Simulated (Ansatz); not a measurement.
**Which isomer of ClH3OSiSn gives these data?**

These gas-phase data were calculated for one isomer of ClH3OSiSn at PBE0-D3(BJ)/def2-SVP (harmonic, unscaled wavenumbers; equilibrium rotational constants with average atomic masses):

- rotational constants: 5.259, 0.9274, 0.7959 GHz
- all wavenumbers above 1500 cm⁻¹: 2262, 2261, 1708

Candidates:

(1) `Cl[SiH2][O][SnH]`, a singlet
(2) `[SiH3][O][Sn][Cl]`, a singlet

Question: Which structure fits?

Answer: Candidate (1). The band at 1708 cm⁻¹ lies where the Sn–H stretch is expected; (2) has no mode between 1650 and 2000 cm⁻¹.

The same quantities for all candidates:

```
     rotational constants (GHz)  wavenumbers above 1500 cm⁻¹  E above the lowest, PBE0-D3(BJ)/def2-SVP (kcal/mol)
(1)       5.259, 0.9274, 0.7959             2262, 2261, 1708                                                 13.0
(2)         2.901, 1.556, 1.025             2237, 2228, 2228                                                  0.0
```

Each candidate is one conformer. Atoms past krypton carry core potentials. Programs: Ansatz 0.2.0.
